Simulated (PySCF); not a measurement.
Stepwise substitution at one centre (In SH-H). Isolated molecules, 0 K electronic values unless said otherwise. One relaxed conformer stands for each flexible species; it need not be the lowest. Strings in code marks are SMILES.

Quantity: redistribution energy (mixed species minus the weighted end members), in eV.

Case: 2 of 3 SH replaced by H: `[SH][InH2]`. The other species in the difference include `[SH][In]([SH])[SH]` (neutral, multiplicity 1). Geometry of `[SH][InH2]` (neutral, multiplicity 1, Å):

```xyz
5

S      1.5545    -0.7134     0.1873
In    -0.7204    -0.0648    -0.1386
H      2.0064     0.5267     0.4156
H     -1.7742    -1.3619    -0.4782
H     -1.0629     1.6017    -0.0024
```

Question: Give the redistribution energy (mixed species minus the weighted end members) at the level CAM-B3LYP-D3(BJ)/def2-TZVP (PySCF).

Answer: -0.101 eV.
